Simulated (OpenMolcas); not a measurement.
Computed levels of 5s² 5p in ions with 49 electrons, in cm-1 above ²P°_1/2.

* Program: OpenMolcas
* Method: CASSCF
* Basis: ANO-RCC-VTZP
* Scalar Hamiltonian: DKH2, point nucleus
* Spin-orbit coupling: state interaction with AMFI integrals over the reference wave functions, term energies averaged over their components

Active space for each ion: 1 electron in 3 orbitals (5p).

```
  Level  Sb2+    I4+   Xe5+
²P°_3/2  5873  11312  14113
```

Q: Estimate ²P°_3/2 for Te3+ from its neighbours Sb2+ and I4+.

A: ²P°_3/2 is fine structure, which grows about as the fourth power of a screened charge, so the fourth roots are averaged: ((5873^0.25 + 11312^0.25) / 2)^4 = 8261. The calculation gives 8385, so the estimate is off by -1.5 %; the measured value is 9223 (Moore, Atomic Energy Levels, vol. III, NSRDS-NBS 35 (1971 reprint of NBS Circular 467, 1958)).

With one active electron the reference holds no correlation, so core polarisation is missing. Computed and measured levels are paired by configuration, term and J; levels that our copy of the source lacks, or whose pairing is in doubt (as where it misses far off the trend of its configuration), stay unpaired and out of the deviations. Only configurations of the active space appear.

° marks odd parity.
